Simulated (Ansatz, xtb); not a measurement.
**CH3BI: where a starting geometry ends**

The starting geometry of this gas-phase doublet has its atoms placed at random.

```tsv
atom	x (Å)	y (Å)	z (Å)
C	-0.8597	-0.0560	-1.8538
B	0.9106	-1.0891	1.2179
I	-1.0628	-1.4433	0.6595
H	-0.2645	-1.9352	-0.4717
H	-1.0304	-0.1553	-0.0903
H	0.5478	-0.1691	1.9126
```

Task: One run relaxed it with r2SCAN-D4/def2-SVP. What is a likely outcome?

Result: It ends as `[CH2]BI`. Contacts that open: I3–H4 (1.47 → 3.31 Å), I3–H5 (1.49 → 4.21 Å). Contacts that close: C1–B2 (3.69 → 1.52 Å), C1–H4 (2.41 → 1.10 Å), C1–H5 (1.77 → 1.10 Å).

The energy falls by 15.39 eV over 23 steps:

```json
{"step": "1", "E − E(last) (eV)": "15.388"}
{"step": "3", "E − E(last) (eV)": "12.464"}
{"step": "6", "E − E(last) (eV)": "7.578"}
{"step": "8", "E − E(last) (eV)": "5.751"}
{"step": "11", "E − E(last) (eV)": "5.084"}
{"step": "13", "E − E(last) (eV)": "3.742"}
{"step": "16", "E − E(last) (eV)": "0.853"}
{"step": "18", "E − E(last) (eV)": "0.125"}
{"step": "21", "E − E(last) (eV)": "0.003"}
{"step": "23", "E − E(last) (eV)": "0.000"}
```

Final geometry (Å):

```
atom    x (Å)    y (Å)    z (Å)
   C  -0.4265  -0.5645  -0.5883
   B  -0.0899  -0.7624   0.8775
   I  -0.5892  -2.6190   1.8240
   H  -0.9251  -1.3218  -1.2036
   H  -0.1781   0.3666  -1.1129
   H   0.4498   0.0531   1.5776
```

From the same start GFN2-xTB reaches the same bonding as this run.

From so rough a start the end depends on the optimiser's path, so another program may land elsewhere. No frequencies were run, so the end isn't proven a minimum. Open shells are spin-unrestricted. Atoms past krypton carry core potentials, without spin–orbit terms. Run with Ansatz 0.2.0, 3.9 min on 1 thread of Arm Neoverse V1 (shared host).
